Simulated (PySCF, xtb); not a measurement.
trichloro(chlorosilyl)silane (Cl₄H₂Si₂), SMILES Cl[SiH2][Si](Cl)(Cl)Cl.

GFN2-xTB (xtb) at its own geometry gives an orbital gap of 4.56 eV and a dipole moment of 1.47 D.

Coordinates come from a ωB97X-D3(BJ)/def2-SVP optimisation. The values are those of a single conformer.

**Question.** What does HF/def2-TZVP run with PySCF give? (The exact figures need the calculation; the answer reports its results.)

**Answer.** gap 13.64 eV (levels -11.38 and 2.26 eV), dipole 1.54 D.
